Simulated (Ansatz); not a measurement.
# ICl (iodine monochloride): from total energies to a heat of formation

ICl: 2 atoms, total charge 0, spin state singlet. SMILES: `ClI`. The coordinates come from a PBE0-D4/def2-TZVP relaxation.

```xyz
2

Cl    0.0000    0.0000   -0.0026
I     0.0000    0.0000    2.3091
```

Total energies at r2SCAN/def2-TZVP (core potential) (Ansatz 0.2.0); the atoms run unrestricted:

```tsv
species	state	energy (Eh)
ICl	singlet	-758.000162
Cl	doublet	-460.116881
I	doublet	-297.795080
```

Harmonic wavenumbers at PBE0-D4/def2-TZVP, in cm⁻¹: 399.

Measured heats of formation of the gaseous atoms at 298.15 K, in kJ/mol: Cl 121.3, I 106.8. Spin-orbit lowering of the atoms at 298 K (mean of the ground term's levels less their thermal mean, from spectra), in kJ/mol: Cl 3.44, I 30.32. Take 1 Eh = 2625.50 kJ/mol, 1 cm⁻¹ = 0.0119627 kJ/mol, RT = 2.479 kJ/mol.

Task: What heat of formation follows?

Result: 
1. Electronic atomisation energy: (-460.116881) + (-297.795080) − (-758.000162) = 0.088201 Eh = 231.6 kJ/mol.
2. Zero-point energy: half the sum of the wavenumbers, 199.5 cm⁻¹ = 2.4 kJ/mol.
3. Thermal vibrational enthalpy, Σ hcν̃/(exp(hcν̃/kT) − 1): 0.8 kJ/mol. Translation, rotation and pV of a linear molecule: 3.5 RT = 8.7 kJ/mol.
4. The 2 free atoms carry 5/2 RT each: 12.4 kJ/mol.
5. Spin-orbit coupling lowers the free atoms by 3.44 + 30.32 = 33.8 kJ/mol.
6. Atomisation enthalpy at 298 K: 231.6 − 33.8 − 2.4 − 0.8 − 8.7 + 12.4 = 198.3 kJ/mol.
7. Sum of the atoms' heats of formation: 228.1 kJ/mol. Heat of formation: 228.1 − 198.3 = +29.8 kJ/mol.

The tabulated value is +17.4 kJ/mol (Active Thermochemical Tables), so this level is off by +12.4 kJ/mol, or 5.9 % of the atomisation enthalpy that the table implies (210.7 kJ/mol). The molecule's own second-order spin-orbit lowering, which matters beside iodine, is left out. Anharmonicity and any spin-orbit splitting of the molecule are left out.
